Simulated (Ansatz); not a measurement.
Mulliken charges of CH5AlBCl (`[AlH2][BH]CCl`) from PBE/def2-TZVPP in Ansatz (PBE0-D4/def2-TZVP geometry).

| atom | x (Å) | y (Å) | z (Å) | charge (e) |
| --- | --- | --- | --- | --- |
| Al1 | -0.579 | 1.700 | -0.364 | 0.231 |
| B2 | -0.312 | -0.213 | 0.505 | -0.140 |
| C3 | 0.888 | -1.186 | 0.244 | -0.147 |
| Cl4 | -0.303 | -1.796 | -0.996 | -0.028 |
| H5 | -1.141 | 1.919 | -1.840 | -0.118 |
| H6 | -0.241 | 3.017 | 0.475 | -0.122 |
| H7 | -1.094 | -0.615 | 1.325 | 0.039 |
| H8 | 1.093 | -2.002 | 0.931 | 0.144 |
| H9 | 1.776 | -0.871 | -0.296 | 0.141 |

Question: By hand: the dipole of these point charges (1 e Å = 4.8032 D).

Answer: Σ q r = (0.317, -0.382, 0.140) e Å, of length 0.516 e Å = 2.48 D.

Question: How does the dipole of the full density compare? (An estimate is asked.)

Answer: Computed: (0.292, -0.314, 0.074) e Å, 2.09 D; the point charges give 1.19 times that, at 7° from its direction.

Point charges leave out the atoms' own dipoles, such as those of lone pairs, and Mulliken's split depends on the basis, so the two needn't agree.
